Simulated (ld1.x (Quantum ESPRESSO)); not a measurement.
Before and after: TM semilocal potential for Nb

```json
{
 "Element": "Nb (Z = 41)",
 "Generator": "ld1.x (Quantum ESPRESSO) 7.5",
 "Type": "norm-conserving Troullier–Martins (semilocal form)",
 "Functional": "BLYP",
 "Relativity": "scalar-relativistic",
 "Frozen core": "[Kr]",
 "Valence charge": "5",
 "Reference configuration": "4d4 5s1 5p0",
 "Partial waves": "5s (bound): rc 3.10 bohr; 5p (bound, empty): rc 3.15 bohr; 4d (bound): rc 1.55 bohr",
 "Local potential": "the d channel",
 "Core correction": "a·sin(br)/r model core inside 0.85 bohr"
}
```

Change: type RRKJ, which also changes the form from semilocal to separable; local potential all-electron potential smoothed inside 1.30 bohr (lloc = -2); rho0 0.01.

Cutoffs: the cutoffs (Ry, on a coarse ladder) from which the occupation-weighted sum of valence levels, in a spherical-Bessel basis at the reference potential, stays within 10 and 1 mRy of its value at 400 Ry; they do not see the model core or the augmentation charge, which bear on the density cutoff. Errors are all-electron minus pseudo energies relative to the spin-unpolarised reference configuration.

**Question.** What does the change do?

**Answer.** The potential gets neither clearly harder nor softer (40 Ry and 50 Ry → 35 Ry and 70 Ry); a bound ghost appears in p, s, which as a rule spoils a file; of the 7 tests that both files solve, the error grows in 1 and shrinks in 4 by more than 15 % and 0.3 meV (median size 37.0 → 23.8 meV). In the semilocal form every listed channel keeps its own potential, so the choice of the local channel does not act on these tests. It acts once the file is put into the separable form. A semilocal file is local in each channel, so a ghost entry of none says nothing of the separable form that plane-wave codes build from it. Several settings change at once here, so the effects cannot be laid on one of them.

```tsv
quantity	base	changed
cutoff, loose	40 Ry	35 Ry
cutoff, tight	50 Ry	70 Ry
loose cutoff by channel (10 mRy a level)	s 6 Ry, d 30 Ry	s 12 Ry, d 30 Ry
bound ghosts	none	s, p
error for 4d4 5s0 5p0, meV [ΔE 6.67 eV]	-13	-6.5
error for 4d3 5s0 5p0, meV [ΔE 20.66 eV]	-54	-70
error for 4d2 5s0 5p0, meV [ΔE 45.31 eV]	-414	-469
error for 4d4 5s0 5p1, meV [ΔE 2.98 eV]	-2.7	-1.3
error for 4d1 5s0 5p0, meV [ΔE 82.12 eV]	-1411	-1511
error for 4d5 5s0 5p0, meV [ΔE 1.34 eV]	-37	-24
error for 4d4 5s0.5 5p0, meV [ΔE 2.63 eV]	-3.3	-1.8
s: phases at 3.38 bohr within 0.05 rad from the reference energy up to (Ry; the scan ends near 5)	1.6	1.7
p: phases at 3.38 bohr within 0.05 rad from the reference energy up to (Ry; the scan ends near 5)	1.3	n/a
d: phases at 3.38 bohr within 0.05 rad from the reference energy up to (Ry; the scan ends near 5)	to the end of the scan	to the end of the scan
```

 A true bound ghost makes a file unfit for plane-wave use even where its test errors are small: the radial tests pick states by their node count and pass the ghost by.
